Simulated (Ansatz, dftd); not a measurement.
Species: C$_{3}$H$_{3}$F, charge 0, singlet. C3H3F (SMILES C=C=CF).
B3LYP-D3(BJ)/def2-TZVP minimum from Ansatz (a program for electronic structure):
```xyz
7

C     -1.8617    -0.2337    -0.0659
C     -0.5626    -0.2506    -0.1046
C      0.7338    -0.3047    -0.1606
F      1.5217     0.7013     0.2939
H     -2.4482     0.1702    -0.8849
H     -2.4086    -0.6172     0.7893
H      1.3043    -1.1309    -0.5626
```

Wanted: atomisation energy (electronic, to ground-state atoms), in kJ/mol. Open shells are spin-unrestricted; no spin-orbit coupling. Cores are frozen in correlated methods. Rows without X2C or -DK are non-relativistic. CBS(X,Y): correlation extrapolated as X^-3, Hartree-Fock from the larger set (Q,5: extrapolated as (X+1)exp(-9√X)). A bracket is a step between two methods taken in the basis named. The functionals are non-relativistic, so their misses hold any scalar relativity. Double hybrids freeze cores in their MP2 part. 'core' is core correlation in cc-pwCVTZ, 'X2C' scalar relativity in cc-pVTZ-DK, both at CCSD(T). Where a partner has so few electrons that a lower coupled-cluster level is exact, that level stands in. The restricted determinant of C3H3F (C=C=CF, singlet) is unstable towards broken spin symmetry in at least one set run.

| level | program | atomisation energy (kJ/mol) | difference against the last row |
|---|---|---|---|
| HF/cc-pVTZ | Ansatz | 2111.4 | -847.9 |
| r2SCAN-D4/def2-TZVPD | Ansatz + dftd4 | 2975.6 | 16.3 |
| B3LYP/def2-TZVPD | Ansatz | 2953.1 | -6.2 |
| PBE0-D3(BJ)/def2-TZVPD | Ansatz + dftd3 | 2991.5 | 32.2 |
| PBE0-D4/def2-TZVPD | Ansatz + dftd4 | 2990.9 | 31.6 |
| CAM-B3LYP/def2-TZVPD | Ansatz | 2965.7 | 6.4 |
| B2PLYP-D4/def2-TZVPD | Ansatz + dftd4 | 2938.9 | -20.4 |
| B2GP-PLYP-D4/def2-TZVPD | Ansatz + dftd4 | 2923.1 | -36.2 |
| MP2/CBS(cc-pVTZ,cc-pVQZ) | Ansatz | 3022.1 | 62.8 |
| CCSD/cc-pVDZ | Ansatz | 2665.1 | -294.2 |
| CCSD/CBS(cc-pVQZ,cc-pV5Z) | Ansatz | 2879.1 | -80.2 |
| CCSDT(Q)/cc-pVDZ | Ansatz | 2711.0 | -248.3 |
| CCSD(T)/CBS(cc-pVQZ,cc-pV5Z) + [CCSDT(Q) - CCSD(T)]/cc-pVDZ + core + X2C | Ansatz | 2959.3 | 0.0 |
